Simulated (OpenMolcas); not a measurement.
## Run times for C2H5BN (SMILES B[N]C=C)

C2H5BN has 9 atoms, charge 0, and is taken as a doublet. As SMILES, `B[N]C=C`. The shape is that of a PBE0-D4/def2-TZVP optimisation.

```xyz
9

B    -0.8646    1.6748   -0.1104
N    -0.4864    0.3877   -0.1062
C    -0.1262   -0.8444   -0.1021
C     1.1610   -1.2706    0.2123
H    -1.3009    2.1640    0.8968
H    -0.7589    2.3169   -1.1207
H    -0.8714   -1.6018   -0.3596
H     1.4106   -2.3233    0.2004
H     1.9254   -0.5495    0.4723
```

Program: OpenMolcas 26.06. Hardware: 1 thread of Intel Xeon Platinum 8259CL at 2.50GHz (Skylake/Cascade Lake), shared host, so times are rough. Two-electron integrals are exact unless an approximation is named.

Question: Estimate their order by wall time, quickest first.
A. gradient at USVWN5/def2-SVPD, grid UltraFine
B. gradient at UHF/def2-SVPD
C. gradient at UHF/STO-3G

Answer: C (2.9 s), B (37 s), A (96 s).
